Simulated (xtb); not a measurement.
AlF$_{4}$ (SMILES [F][Al-]([F])([F])[F]), charge -1, singlet, from a rough starting geometry (GFN-xTB shapes and energies of metal compounds can be far from the true ones); GFN2-xTB in xtb.

Input for xtb:
```
$ xtb mol.xyz --gfn 2 --chrg -1 --opt vtight --json

# file mol.xyz
5

Al     0.00806216    -0.03409683    -0.04323373
F      1.50775725    -0.35101804    -0.46427361
F     -0.01143598     0.80367779     1.43547835
F     -0.80196885     0.96116711    -1.16217965
F     -0.80464757    -1.48538463     0.08907914
```

Question: Predict the main parts of the log of this xtb run.

Answer: 
```
   ID    Z sym.   atoms
    1   13 Al     1
    2    9 F      2-5

           -------------------------------------------------
          |                Calculation Setup                |
           -------------------------------------------------

           -------------------------------------------------
          |                 G F N 2 - x T B                 |
           -------------------------------------------------

          ...................................................
          :                      SETUP                      :
          :.................................................:
          :  # basis functions                  26          :
          :  # atomic orbitals                  25          :
          :  # shells                           11          :
          :  # electrons                        32          :
          :  max. iterations                   250          :
          :  Hamiltonian                  GFN2-xTB          :
          :  restarted?                      false          :
          :  GBSA solvation                  false          :
          :  PC potential                    false          :
          :  electronic temp.          300.0000000     K    :
          :  accuracy                    1.0000000          :
          :  -> integral cutoff          0.2500000E+02      :
          :  -> integral neglect         0.1000000E-07      :
          :  -> SCF convergence          0.1000000E-05 Eh   :
          :  -> wf. convergence          0.1000000E-03 e    :
          :  Broyden damping             0.4000000          :
          :  net charge                         -1          :
          :  unpaired electrons                  0          :
          ...................................................

 iter      E             dE          RMSdq      gap      omega  full diag
   1    -20.6025898 -0.206026E+02  0.903E+00   11.63       0.0  T
   2    -20.6318043 -0.292145E-01  0.506E+00   12.00       1.0  T
   3    -20.6418372 -0.100328E-01  0.135E+00   12.35       1.0  T
   4    -20.6473086 -0.547142E-02  0.644E-01   12.61       1.0  T
   5    -20.6473157 -0.712519E-05  0.220E-01   12.61       1.0  T
   6    -20.6474165 -0.100827E-03  0.516E-02   12.55       1.0  T
   7    -20.6474262 -0.965006E-05  0.259E-02   12.54       1.7  T
   8    -20.6474297 -0.354262E-05  0.137E-03   12.54      32.6  T
   9    -20.6474297 -0.974030E-09  0.667E-04   12.54      67.0  T
  10    -20.6474297 -0.104682E-08  0.626E-05   12.54     714.7  T

   *** convergence criteria satisfied after 10 iterations ***

         :::::::::::::::::::::::::::::::::::::::::::::::::::::
         ::                     SUMMARY                     ::
         :::::::::::::::::::::::::::::::::::::::::::::::::::::
         :: total energy             -20.597215674285 Eh    ::
         :: gradient norm              0.072056821672 Eh/a0 ::
         :: HOMO-LUMO gap             12.544843351678 eV    ::
         ::.................................................::
         :: SCC energy               -20.647429446144 Eh    ::
         :: -> isotropic ES            0.236500343073 Eh    ::
         :: -> anisotropic ES         -0.003244163575 Eh    ::
         :: -> anisotropic XC         -0.000981933324 Eh    ::
         :: -> dispersion             -0.001952386288 Eh    ::
         :: repulsion energy           0.050213771859 Eh    ::
         :: add. restraining           0.000000000000 Eh    ::
         :: total charge              -1.000000000000 e     ::
         :::::::::::::::::::::::::::::::::::::::::::::::::::::

      -----------------------------------------------------------
     |                   =====================                   |
     |                        A N C O P T                        |
     |                   =====================                   |
     |               Approximate Normal Coordinate               |
[...]
 * total energy  :   -20.5972157 Eh     change       -0.1998046E-10 Eh
 * total energy  :   -20.5997047 Eh     change       -0.2489017E-02 Eh
 * total energy  :   -20.6014153 Eh     change       -0.1710611E-02 Eh
 * total energy  :   -20.6015463 Eh     change       -0.1310223E-03 Eh
 * total energy  :   -20.6015597 Eh     change       -0.1339356E-04 Eh
 * total energy  :   -20.6015677 Eh     change       -0.8005462E-05 Eh
 * total energy  :   -20.6015720 Eh     change       -0.4312534E-05 Eh
 * total energy  :   -20.6015730 Eh     change       -0.9765066E-06 Eh
 * total energy  :   -20.6015732 Eh     change       -0.2043627E-06 Eh
 * total energy  :   -20.6015732 Eh     change       -0.3028219E-07 Eh
   *** GEOMETRY OPTIMIZATION CONVERGED AFTER 10 ITERATIONS ***
         :: total energy             -20.601573247353 Eh    ::
[...]
         1        2.0000           -0.5987863             -16.2938
       ...           ...                  ...                  ...
         4        2.0000           -0.5818845             -15.8339
         5        2.0000           -0.3263454              -8.8803
         6        2.0000           -0.3013153              -8.1992
         7        2.0000           -0.3013125              -8.1991
         8        2.0000           -0.2950194              -8.0279
         9        2.0000           -0.2950187              -8.0279
        10        2.0000           -0.2950173              -8.0278
        11        2.0000           -0.2819052              -7.6710
        12        2.0000           -0.2819016              -7.6709
        13        2.0000           -0.2818989              -7.6709
        14        2.0000           -0.2803065              -7.6275
        15        2.0000           -0.2803054              -7.6275
        16        2.0000           -0.2803025              -7.6274 (HOMO)
        17                          0.1803404               4.9073 (LUMO)
        18                          0.1803545               4.9077
        19                          0.1803603               4.9079
        20                          0.2035714               5.5395
        21                          0.2842724               7.7354
        22                          0.2843066               7.7364
        23                          1.1555390              31.4438
        24                          1.1555728              31.4447
        25                          1.1556331              31.4464
      -------------------------------------------------------------
                  HL-Gap            0.4606429 Eh           12.5347 eV
             Fermi-level           -0.0499810 Eh           -1.3601 eV

     #   Z          covCN         q      C6AA      α(0)
     1  13 Al       2.687     0.519    90.433    19.403
     2   9 F        0.672    -0.380    13.289     4.303
     3   9 F        0.672    -0.380    13.289     4.303
     4   9 F        0.672    -0.380    13.289     4.303
     5   9 F        0.672    -0.380    13.289     4.303

 Mol. C6AA /au·bohr⁶  :        539.527474
 Mol. C8AA /au·bohr⁸  :      21881.529286
 Mol. α(0) /au        :         36.616593

Wiberg/Mayer (AO) data.
largest (>0.10) Wiberg bond orders for each atom

 ---------------------------------------------------------------------------
     #   Z sym  total        # sym  WBO       # sym  WBO       # sym  WBO
 ---------------------------------------------------------------------------
     1  13 Al   4.055 --     5 F    1.014     2 F    1.014     4 F    1.014
                             3 F    1.014
     2   9 F    1.089 --     1 Al   1.014
     3   9 F    1.089 --     1 Al   1.014
     4   9 F    1.089 --     1 Al   1.014
     5   9 F    1.089 --     1 Al   1.014
 ---------------------------------------------------------------------------

Topologies differ in total number of bonds
Writing topology from bond orders to xtbtopo.mol

molecular dipole:
                 x           y           z       tot (Debye)
 q only:        0.039       0.040       0.055
   full:        0.039       0.040       0.055       0.198
molecular quadrupole (traceless):
                xx          xy          yy          xz          yz          zz
 q only:        0.002      -0.002       0.000      -0.002      -0.003      -0.002
  q+dip:        0.002      -0.002       0.000      -0.002      -0.003      -0.002
   full:        0.002      -0.002      -0.000      -0.002      -0.003      -0.002

optimized geometry written to: xtbopt.xyz

           -------------------------------------------------
          | TOTAL ENERGY              -20.601573247353 Eh   |
          | GRADIENT NORM               0.000026580300 Eh/α |
          | HOMO-LUMO GAP              12.534731759780 eV   |
           -------------------------------------------------

normal termination of xtb
```
